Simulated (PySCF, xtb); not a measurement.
B(Cl)(NCO)(OMe) (C2H3BClNO2), SMILES C(=O)=NB(OC)Cl.

Geometry: r2SCAN-D4/def2-SVP. The structure was generated by enumeration, and PubChem lists no compound with its InChIKey, so it may never have been made. The values are those of a single conformer.

Computed with IEF-PCM-PBE0/def2-SVP (PySCF).

The values are the electrostatic part of the solvation free energy, E(continuum) − E(gas) at the gas-phase geometry, in a cavity of scaled van der Waals radii (PySCF's table); cavitation and dispersion terms are not included. In vacuum the orbital gap is 8.12 eV. The dipole moment in vacuum is 2.53 D.

**Question.** Estimate the values in water (ε = 78.36), n-hexane (ε = 1.88), benzene (ε = 2.27). (An estimate is asked for; the answer gives what the named calculation found.)

**Answer.** 
```tsv
solvent	ε	ΔG(elec) (kcal/mol)	dipole (D)	gap (eV)
water	78.36	-3.6	3.05	8.25
n-hexane	1.88	-1.3	2.73	8.17
benzene	2.27	-1.6	2.78	8.18
```

For comparison, GFN2-xTB/ALPB(water) (xtb, at the GFN2-xTB geometry, all terms of that model) gives -2.4 kcal/mol.
